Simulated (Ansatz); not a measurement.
One change: `[Br][Ge][Br]` becomes `[F][Ge][Br]`.

Ansatz, PBE0-D4/def2-TZVP geometries, multiplicity 1. 

Scalar relativity is left out up to krypton.

```tsv
property	`[Br][Ge][Br]`
HOMO energy (PBE0/def2-TZVPP) / eV	-7.79
LUMO energy (ωB97M-V/def2-TZVPP) / eV	-1.31
ideal-gas entropy at 298 K and 1 bar (rigid rotor, harmonic PBE0-D4/def2-TZVP) / J/(mol·K)	319
size of the dipole moment (ωB97M-V/def2-TZVPP) / D	1.98
HOMO energy (ωB97M-V/def2-TZVPP) / eV	-9.81
HOMO–LUMO gap (B3LYP/def2-TZVPP) / eV	4.19
```

Q: What does the change do to each property? (An estimate is asked.)

A: Computed: 
```csv
property,`[F][Ge][Br]`,shift
HOMO energy (PBE0/def2-TZVPP) / eV,-8.19,-0.40
LUMO energy (ωB97M-V/def2-TZVPP) / eV,-0.96,0.35
"ideal-gas entropy at 298 K and 1 bar (rigid rotor, harmonic PBE0-D4/def2-TZVP) / J/(mol·K)",301,-18
size of the dipole moment (ωB97M-V/def2-TZVPP) / D,2.33,0.35
HOMO energy (ωB97M-V/def2-TZVPP) / eV,-10.26,-0.45
HOMO–LUMO gap (B3LYP/def2-TZVPP) / eV,4.83,0.64
```

With PBE0 the HOMO falls by 0.40 eV and the LUMO rises by 0.29 eV, so the gap widens by about 0.69 eV. PBE moves the HOMO by -0.31 eV and ωB97M-V by -0.45 eV. Dipoles are sizes alone; their direction can turn.

B3LYP here is the variant with VWN-RPA as its local correlation; programs differ in this.

Spin–orbit coupling is left out; it splits and shifts lone-pair levels of the heavy atoms by tenths of an eV.
